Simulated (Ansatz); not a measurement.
## Molecular dynamics of N

Input file:

```yaml
crystal:
  lattice:
    - [8.862095, 0.0, 0.0]
    - [0.0, 8.862095, 0.0]
    - [0.0, 0.0, 8.862095]
  atoms:
    - { symbol: "N", position: [0.49029797, 0.94208073, 0.67030815] }
    - { symbol: "N", position: [0.60223254, 0.96563082, 0.62175509] }
    - { symbol: "N", position: [0.53434473, 0.34688232, 0.6099097] }
    - { symbol: "N", position: [0.52342779, 0.4704708, 0.60140606] }
    - { symbol: "N", position: [0.26447674, 0.76234444, 0.98405015] }
    - { symbol: "N", position: [0.28110131, 0.68812111, 0.88570532] }
    - { symbol: "N", position: [0.70676541, 0.43055375, 0.04709183] }
    - { symbol: "N", position: [0.59663733, 0.48113868, 0.01924963] }
    - { symbol: "N", position: [0.67915595, 0.73474257, 0.33187538] }
    - { symbol: "N", position: [0.77053005, 0.66109941, 0.37292435] }
    - { symbol: "N", position: [0.12575314, 0.78851406, 0.51619178] }
    - { symbol: "N", position: [0.1873765, 0.84777655, 0.42579783] }
    - { symbol: "N", position: [0.91190553, 0.13570399, 0.40979601] }
    - { symbol: "N", position: [0.81506227, 0.1764947, 0.34367928] }
    - { symbol: "N", position: [-0.00606196, 0.09195473, 0.01413809] }
    - { symbol: "N", position: [-0.06048142, 0.10662954, -0.09669402] }
    - { symbol: "N", position: [0.88768869, 0.73916884, 0.86468961] }
    - { symbol: "N", position: [0.80950324, 0.70951197, 0.77268552] }
    - { symbol: "N", position: [0.18266118, 0.40844845, 0.22654531] }
    - { symbol: "N", position: [0.27414073, 0.4805549, 0.27008554] }
    - { symbol: "N", position: [-0.00236574, 0.40229981, 0.67587228] }
    - { symbol: "N", position: [0.11119583, 0.40883227, 0.62582776] }
    - { symbol: "N", position: [0.40809195, 0.14449235, 0.98923858] }
    - { symbol: "N", position: [0.33345043, 0.21303894, 0.91732879] }
basis:
  ecutwfc: 420.0
kpoints:
  mp_grid: { grid: [1, 1, 1] }
hamiltonian:
  xc: pbe
  dispersion: d3bj
scf:
  occupations: { method: fermi_dirac, width: 0.02 }
  lower_state_search: "off"
md:
  timestep: 1.5
  n_steps: 290
  ensemble: nvt_langevin
  temperature: 400.0
  initial_velocities: maxwell_boltzmann
  seed: 231596
  friction: 0.02
```

Run as:

```bash
$ ansatz run input.yaml --threads 1 --pin off --max-ram 3072MiB --backend cpu --events-out ev --progress --plain --runs-dir out
```

It starts from a partly relaxed structure (largest force component 0.19 eV/Å).

Output, in part (step lines):

```
md step     0: t =     0.00 fs  T =   383.3 K  F+E_penalty+E_count = -9217.39021561 eV  E_kin = 1.189192 eV  (10 SCF iters)
md step     1: t =     1.50 fs  T =   363.5 K  F+E_penalty+E_count = -9217.33173584 eV  E_kin = 1.127729 eV  (10 SCF iters)
md step     2: t =     3.00 fs  T =   301.4 K  F+E_penalty+E_count = -9217.23819352 eV  E_kin = 0.934885 eV  (9 SCF iters)
md step     3: t =     4.50 fs  T =   307.2 K  F+E_penalty+E_count = -9217.25989354 eV  E_kin = 0.953066 eV  (9 SCF iters)
md step     4: t =     6.00 fs  T =   341.9 K  F+E_penalty+E_count = -9217.34888545 eV  E_kin = 1.060745 eV  (9 SCF iters)
md step     5: t =     7.50 fs  T =   335.6 K  F+E_penalty+E_count = -9217.36260858 eV  E_kin = 1.041088 eV  (7 SCF iters)
md step     6: t =     9.00 fs  T =   309.6 K  F+E_penalty+E_count = -9217.28625853 eV  E_kin = 0.960314 eV  (8 SCF iters)
md step     7: t =    10.50 fs  T =   250.4 K  F+E_penalty+E_count = -9217.21314107 eV  E_kin = 0.776909 eV  (7 SCF iters)
[... lines left out ...]
md step   290: t =   435.00 fs  T =   623.1 K  F+E_penalty+E_count = -9216.89958593 eV  E_kin = 1.932971 eV  (10 SCF iters)
```

The steps, from the saved trajectory:

| time (fs) | T (K) | potential energy less start (eV) |
| --- | --- | --- |
| 0.0 | 383 | 0.000 |
| 13.5 | 271 | 0.049 |
| 27.0 | 350 | 0.122 |
| 40.5 | 344 | 0.195 |
| 54.0 | 308 | 0.377 |
| 67.5 | 289 | 0.475 |
| 81.0 | 305 | 0.437 |
| 94.5 | 294 | 0.372 |
| 108.0 | 332 | 0.392 |
| 121.5 | 327 | 0.479 |
| 135.0 | 277 | 0.500 |
| 148.5 | 260 | 0.505 |
| 162.0 | 341 | 0.574 |
| 175.5 | 367 | 0.632 |
| 189.0 | 225 | 0.727 |
| 202.5 | 298 | 0.652 |
| 216.0 | 321 | 0.615 |
| 229.5 | 281 | 0.545 |
| 243.0 | 236 | 0.575 |
| 256.5 | 281 | 0.618 |
| 270.0 | 264 | 0.697 |
| 283.5 | 354 | 0.668 |
| 297.0 | 389 | 0.626 |
| 310.5 | 492 | 0.547 |
| 324.0 | 410 | 0.679 |
| 337.5 | 400 | 0.930 |
| 351.0 | 347 | 0.807 |
| 364.5 | 405 | 0.634 |
| 378.0 | 475 | 0.530 |
| 391.5 | 527 | 0.685 |
| 405.0 | 480 | 0.827 |
| 418.5 | 397 | 0.791 |
| 432.0 | 435 | 0.882 |

The run went to its last step. A run of 0.43 ps of so small a system gives no equilibrium averages. Limits of this set-up: coarse k mesh.

Mean squared displacements from the first frame to the last, about the centre of mass: N 0.71 Å².

Last frame:

```xyz
24
Lattice="8.8621 0.0000 0.0000 0.0000 8.8621 0.0000 0.0000 0.0000 8.8621" Properties=species:S:1:pos:R:3
N 4.305 8.393 5.628
N 4.803 8.532 4.649
N 6.080 3.492 5.983
N 5.189 3.932 5.491
N 2.383 6.737 9.148
N 2.442 6.085 8.238
N 6.899 4.029 0.763
N 5.951 4.074 0.150
N 6.807 7.151 2.621
N 6.568 6.213 3.164
N 1.514 6.555 4.542
N 1.234 7.582 4.274
N 7.796 1.595 3.355
N 6.803 1.755 2.914
N -0.991 1.345 -0.761
N -1.440 0.906 -1.666
N 6.722 6.248 6.991
N 7.030 6.459 5.984
N 1.614 3.671 2.325
N 2.559 4.271 2.284
N 0.107 3.419 5.881
N 1.139 3.236 6.266
N 3.117 1.219 8.501
N 2.530 1.334 9.408
```

The run took 19 min on 1 thread of Arm Neoverse V1, with other jobs on the host, peak memory 0.52 GiB.
